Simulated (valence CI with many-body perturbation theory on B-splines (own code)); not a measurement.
## Forbidden lines of I III

Calculated by relativistic CI+MBPT: five valence electrons over a frozen Dirac-Fock core [Kr] 4d10, a basis of 9 s, 9 p, 8 d, 6 f, 3 g, 1 h functions for each j, with the one-electron correlation potential Σ1, the two-electron term Σ2, the three-electron term Σ3, Breit, model QED; selected CI, second order for the rest, scaled by the run's own slope (own B-spline code, finite nucleus).

No measured levels were compared; by estimate levels hold to about 250 cm⁻¹ or 0.2 % of their energy and the worst to 1 %, as in measured heavy ions of charge 2 to 7. Core correlation moves these levels by up to 5200 cm⁻¹, and in measured spectra 5 to 20 % of such shifts remained as error; rates that hang on mixing are uncertain with them. Among the levels kept, up to 1200 cm⁻¹ of a level comes from second order outside the variational space, and about a tenth of that is noise between levels of different J, which matters for small intervals.

Lines 1 to 21 of 21 in falling wavelength, among levels below 18.922 eV, chosen from the decays that carry over 1 % of a level's rate. Wavelengths and rates use the calculated energies, so an error of 200 cm⁻¹ moves a line at 1536 nm by 3.1 % and its rate by three times that or more. Electric multipoles are in the length gauge, E1 and E2 with the static RPA response of the core. S is in atomic units (e²a₀⁴ for E2 and M2, e²a₀⁶ for E3), for M1 in squared Bohr magnetons. Weak lines are less certain than strong ones. Lines between different terms over intervals too small for the method are left out, as are lines whose strength nearly cancels.

Names give the largest LS component (configuration and term), which can be under half, so a name can repeat, a term be missing and a line seem to break the LS rules; names also repeat where a configuration has a term twice.

| λ vac (nm) | Upper | Lower | Type | A (s⁻¹) | S (a.u.) |
| --- | --- | --- | --- | --- | --- |
| 3146 | 5s²5p³ ²D°_5/2 | 5s²5p³ ²D°_3/2 | M1 | 2.75e-01 | 1.90e+00 |
| 2885 | 5s²5p²5d ⁴F_9/2 | 5s²5p²5d ⁴F_7/2 | M1 | 8.72e-01 | 7.76e+00 |
| 1886 | 5s²5p³ ²P°_3/2 | 5s²5p³ ²P°_1/2 | M1 | 1.03e+00 | 1.03e+00 |
| 1536 | 5s²5p²5d ²G_9/2 | 5s²5p²5d ⁴D_7/2 | M1 | 7.61e-01 | 1.02e+00 |
| 853.0 | 5s²5p³ ²D°_3/2 | 5s²5p³ ⁴S°_3/2 | M1 | 8.66e+00 | 7.97e-01 |
| 793.0 | 5s²5p³ ²P°_1/2 | 5s²5p³ ²D°_3/2 | M1 | 5.19e+00 | 1.92e-01 |
| 793.0 | 5s²5p³ ²P°_1/2 | 5s²5p³ ²D°_3/2 | E2 | 5.05e-01 | 2.82e+01 |
| 688.5 | 5s²5p²5d ²G_9/2 | 5s²5p²5d ⁴F_9/2 | M1 | 1.15e+01 | 1.39e+00 |
| 678.6 | 5s²5p³ ²P°_3/2 | 5s²5p³ ²D°_5/2 | M1 | 9.76e+00 | 4.52e-01 |
| 678.6 | 5s²5p³ ²P°_3/2 | 5s²5p³ ²D°_5/2 | E2 | 1.19e+00 | 6.14e+01 |
| 671.1 | 5s²5p³ ²D°_5/2 | 5s²5p³ ⁴S°_3/2 | M1 | 7.53e-01 | 5.06e-02 |
| 671.1 | 5s²5p³ ²D°_5/2 | 5s²5p³ ⁴S°_3/2 | E2 | 9.90e-02 | 7.21e+00 |
| 558.2 | 5s²5p³ ²P°_3/2 | 5s²5p³ ²D°_3/2 | M1 | 3.39e+01 | 8.74e-01 |
| 555.8 | 5s²5p²5d ²G_9/2 | 5s²5p²5d ⁴F_7/2 | M1 | 1.02e+01 | 6.49e-01 |
| 410.9 | 5s²5p³ ²P°_1/2 | 5s²5p³ ⁴S°_3/2 | M1 | 2.27e+01 | 1.17e-01 |
| 371.4 | 5s²5p²5d ²G_9/2 | 5s5p⁴ ²D_5/2 | E2 | 5.68e-01 | 3.58e+00 |
| 337.4 | 5s²5p³ ²P°_3/2 | 5s²5p³ ⁴S°_3/2 | M1 | 2.49e+01 | 1.42e-01 |
| 298.2 | 5s²5p²5d ⁴F_9/2 | 5s5p⁴ ⁴P_5/2 | E2 | 4.92e-01 | 1.04e+00 |
| 208.1 | 5s²5p²5d ²G_9/2 | 5s5p⁴ ⁴P_5/2 | E2 | 1.45e+00 | 5.06e-01 |
| 96.31 | 5s²5p²5d ⁴F_9/2 | 5s²5p³ ²D°_5/2 | M2 | 5.82e-01 | 4.30e-03 |
| 84.22 | 5s²5p²5d ⁴F_9/2 | 5s²5p³ ⁴S°_3/2 | E3 | 8.39e-02 | 8.02e+02 |
